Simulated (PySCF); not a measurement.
# Xenon: a sound run and one with changed settings

Sound run: Xe⁺ [Kr] 4d10 5s2 5p5, Xe²⁺ [Kr] 4d10 5s2 5p4. All numbers are calculated (PySCF 2.14, scalar relativity through the core potential, in aug-cc-pVDZ-PP with ECP28MDF (5s4p3d, 32 functions)). The sound run starts from symmetry-adapted Hartree-Fock orbitals and uses a fine grid where one is needed.

A second run was set up differently.

```csv
species,method,sound run (hartree),changed run (hartree),converged
Xe⁺,UHF,-327.86572,-327.86572,yes
Xe⁺,BP86,-329.03072,-337.33109,yes
Xe⁺,PBE0,-328.91222,-335.29300,yes
Xe²⁺,UHF,-327.12672,-327.12672,yes
Xe²⁺,BP86,-328.25023,-336.26096,yes
Xe²⁺,PBE0,-328.13586,-334.30254,yes
```

Ionisation energy of Xe⁺:

```
method  sound run (eV)  changed run (eV)
   UHF          20.109            20.109
  BP86          21.238            29.120
  PBE0          21.126            26.952
```

Task: What was changed?
A. radial grid too coarse
B. basis contracted for another Hamiltonian
C. a valence shell is frozen
D. too few SCF iterations

Result: A. It used radial step 1.2 in ln r (0.13 in the sound run). A coarse radial grid mis-integrates the density and the exchange-correlation energy, with errors of either sign; Hartree-Fock needs no grid.
